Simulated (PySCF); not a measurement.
**Deuteron quadrupole couplings in `CO/C([SiH3])=C(\F)[SiH2]C1CC1`**

Compound: C₆H₁₃FOSi₂.
Numbering: `[CH3:1][O:2]/[C:3]([SiH3:4])=[C:5](\[F:6])[SiH2:7][CH:8]1[CH2:9][CH2:10]1` (hydrogens: H11, H12, H13 on C1; H14, H15, H16 on Si4; H17, H18 on Si7; H19 on C8; H20, H21 on C9; H22, H23 on C10)

Geometry (GFN2-xTB, Å), atoms numbered from 1 in this order:
```xyz
23
C6H13FOSi2 angstrom
C     -3.2588    1.8576   -0.5184
O     -2.7589    0.6518   -1.0551
C     -1.6837    0.0308   -0.4888
Si    -1.3657   -1.5383   -1.5041
C     -0.9546    0.3988    0.5652
F     -1.2421    1.5652    1.2572
Si     0.5228   -0.4719    1.3472
C      2.1130    0.3026    0.6967
C      2.8204   -0.2891   -0.4920
C      3.4203   -0.4196    0.8671
H     -4.1091    2.1265   -1.1443
H     -2.5112    2.6535   -0.5574
H     -3.5916    1.7286    0.5145
H      0.0173   -1.5608   -1.9862
H     -1.6145   -2.7244   -0.6801
H     -2.2946   -1.4934   -2.6299
H      0.4821   -1.9030    1.0308
H      0.4317   -0.2480    2.7951
H      2.1760    1.3828    0.7715
H      3.2857    0.3831   -1.1985
H      2.4029   -1.1732   -0.9502
H      4.3021    0.1585    1.1017
H      3.4059   -1.3912    1.3375
```

Level: PBE0/pcSseg-1 (PySCF, non-relativistic); Q(2H) = 0.00286 b; rigid geometry, the same for H and D, with no vibrational averaging.

Question: Rank these positions by the coupling χzz of a deuteron there, largest first.
A. H20 (methylene hydrogen)
B. H14 (Si–H hydrogen)
C. H19 (methine hydrogen)
D. H11 (methyl hydrogen)
E. H13 (methyl hydrogen)

Answer: A (222 kHz), C (218 kHz), D (203 kHz), E (198 kHz), B (109 kHz).

Question: Give the electric field gradient Vzz (the principal value of largest size), its asymmetry and the 2H coupling at each hydrogen.

Answer: 
```csv
atom,bonded to,bond length (Å),Vzz (au),η,χzz (kHz)
H11,C1,1.090,0.3027,0.08,203
H12,C1,1.093,0.2947,0.10,198
H13,C1,1.093,0.2944,0.10,198
H14,Si4,1.465,0.1620,0.02,109
H15,Si4,1.466,0.1613,0.02,108
H16,Si4,1.460,0.1644,0.00,110
H17,Si7,1.466,0.1592,0.03,107
H18,Si7,1.468,0.1588,0.01,107
H19,C8,1.085,0.3242,0.07,218
H20,C9,1.081,0.3302,0.07,222
H21,C9,1.080,0.3303,0.07,222
H22,C10,1.080,0.3309,0.07,222
H23,C10,1.080,0.3311,0.08,223
```

Question: Average by the element that carries the hydrogen.

Answer: on C: 213 kHz over 8 positions, mean bond length 1.085 Å; on Si: 108 kHz over 5 positions, mean bond length 1.465 Å.

Question: How does χzz go with the bond length over the 8 C–H bonds?

Answer: A straight-line fit has a slope of -19.2 kHz for each 0.01 Å, with a correlation coefficient of -0.99, over lengths from 1.080 to 1.093 Å. The longer bonds have the smaller couplings here.

The structure is a single GFN2-xTB conformer in the gas phase; no vibrational or solvent corrections. GFN2-xTB bond lengths can be off by several hundredths of an ångström, more for odd bonds, and the gradients follow them. With a basis this small, the couplings can be 20 % off.
